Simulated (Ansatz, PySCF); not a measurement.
C$_{2}$HCl$_{3}$, charge -1, doublet, at a GFN2-xTB geometry (a state made from the parent by changing its charge; the spin is typed, not shown lowest). Base run: PySCF with MP2/STO-3G.

Input for PySCF:
```python
from pyscf import gto, scf, mp

mol = gto.Mole()
mol.atom = '''
    Cl    2.22611663    0.55357703    0.15462765
    C     0.96945753   -0.61913108   -0.06209815
    C    -0.26929125   -0.35778945    0.36819423
    Cl   -1.12701225    1.49269630   -0.33717137
    Cl   -1.42499971   -1.61107533    0.10439553
    H     1.33922314   -1.53684296   -0.50805756
'''
mol.basis = 'sto-3g'
mol.charge = -1
mol.spin = 1
mol.verbose = 3
mol.build()

mf = scf.UHF(mol)
mf.kernel()

pt = mp.MP2(mf)
pt.kernel()
print('E(MP2) = %.10f' % pt.e_tot)
```

The same geometry, method and basis name were run in Ansatz (an electronic-structure program) and PySCF, at each program's defaults and at the settings that a row names. The base is PySCF at its defaults. Differences at the defaults can come from grids, fitting, cores and function types together.

```tsv
code and settings	ΔE vs base (µEh)	basis functions	E (Eh)	SCF cycles
PySCF, defaults (exact integrals, spherical functions, all electrons correlated)	0.0	38	-1439.06900	17
Ansatz, defaults (factorised integrals, spherical functions, frozen core)	955	38	-1439.06805	-
PySCF, frozen core	941	38	-1439.06806	17
Ansatz, high accuracy, frozen core	941	38	-1439.06806	-
```

Open shells are given as the SCF converged; they aren't shown to be the lowest states, and a large step between rows can be another state.
